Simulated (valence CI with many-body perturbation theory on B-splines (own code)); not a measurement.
# From CI to CI+MBPT in Ba VII

Computed by relativistic CI+MBPT: four valence electrons over a frozen Dirac-Fock core [Kr] 4d10, a basis of 8 s, 8 p, 9 d, 9 f, 6 g, 3 h, 2 i functions for each j, with the one-electron correlation potential Σ1, the two-electron term Σ2, the three-electron term Σ3, Breit, model QED; selected CI, second order for the rest, scaled by the run's own slope (own B-spline code, finite nucleus).

Against 25 measured levels this calculation errs by 308 cm⁻¹ on average and by 741 at most. These come from a selection out of Sansonetti and Curry, J. Phys. Chem. Ref. Data 39, 043103 (2010). Levels without a partner in it may be off by more, other configurations by several thousand cm⁻¹. 1 measured level below the end of the list, from 223820 cm⁻¹ on, found no clear computed partner.

Each rung adds one term. CI alone is the Dirac-Coulomb CI over the frozen core; QED comes last and gives the full result, which names the levels. Energies are above (5s^2 5p1/2^2) J=0 on the same rung, in cm⁻¹.

Levels are named by their leading jj configuration (3d3/2^4 stands for four electrons in 3d with j = 3/2), which in mixed levels can hold well under half, so a name can repeat and another be missing. Letters in brackets count levels of one name in rising energy.

```tsv
Level	CI alone
(5s^2 5p1/2 5p3/2) J=1	14673
(5s^2 5p1/2 5p3/2) J=2	20776
(5s^2 5p3/2^2) J=2	41132
(5s^2 5p3/2^2) J=0	60402
(5s 5p1/2^2 5p3/2) J=2	114798
(5s 5p1/2^2 5p3/2) J=1	143927
(4f5/2 5s^2 5p1/2) J=3	165190
(5s 5p1/2 5p3/2^2) J=2 [a]	145373
(4f7/2 5s^2 5p1/2) J=3	168625
(4f5/2 5s^2 5p1/2) J=2	170130
(4f7/2 5s^2 5p1/2) J=4	170132
(5s 5p1/2 5p3/2^2) J=3	151265
(4f5/2 5s^2 5p3/2) J=3	183968
(4f7/2 5s^2 5p3/2) J=4	186156
(5s 5p1/2 5p3/2^2) J=0	168179
(4f7/2 5s^2 5p3/2) J=5	188683
```

Problem. What do these energies become with core correlation, Breit and QED?

Solution. (5s^2 5p1/2 5p3/2) J=1 15486 (+814); (5s^2 5p1/2 5p3/2) J=2 21507 (+731); (5s^2 5p3/2^2) J=2 42526 (+1394); (5s^2 5p3/2^2) J=0 61171 (+768); (5s 5p1/2^2 5p3/2) J=2 121807 (+7009); (5s 5p1/2^2 5p3/2) J=1 148399 (+4471); (4f5/2 5s^2 5p1/2) J=3 148930 (-16260); (5s 5p1/2 5p3/2^2) J=2 [a] 150442 (+5069); (4f7/2 5s^2 5p1/2) J=3 152490 (-16136); (4f5/2 5s^2 5p1/2) J=2 153800 (-16330); (4f7/2 5s^2 5p1/2) J=4 154056 (-16076); (5s 5p1/2 5p3/2^2) J=3 156618 (+5353); (4f5/2 5s^2 5p3/2) J=3 168725 (-15243); (4f7/2 5s^2 5p3/2) J=4 170981 (-15176); (5s 5p1/2 5p3/2^2) J=0 172339 (+4160); (4f7/2 5s^2 5p3/2) J=5 173448 (-15235).

Problem. How does the ionisation energy move along the ladder, and which term matters most?

Solution. CI alone 86.612, + Σ1 88.017, + Σ2 87.575, + Σ3 87.544, + Breit 87.480, + QED 87.488 eV. The largest step is Σ1, 1.405 eV. NIST lists 86 ± 2 eV (theoretical).
